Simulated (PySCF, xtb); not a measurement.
Cd(Et) (C₂H₅Cd), SMILES C[CH2][Cd] (connectivity only; charge and spin as stated), neutral, multiplicity 2.

Harmonic wavenumbers (cm⁻¹) from GFN2-xTB in xtb 6.7.1 at its own minimum, in rising order: 107, 142, 266, 422, 870, 882, 1051, 1089, 1215, 1399, 1450, 1484, 1506, 2885, 2921, 2925, 2936, 2939.

Problem. What does PySCF with PBE-D3(BJ)/def2-TZVP give at its own minimum? (The exact figures need the calculation; the answer reports its results.)

Solution. 149, 192, 251, 543, 839, 842, 993, 1045, 1187, 1351, 1409, 1436, 1438, 2918, 2993, 3011, 3029, 3082. Paired by order, the mean absolute difference is 59 cm⁻¹ and the zero-point energies are 37.9 and 38.2 kcal/mol.
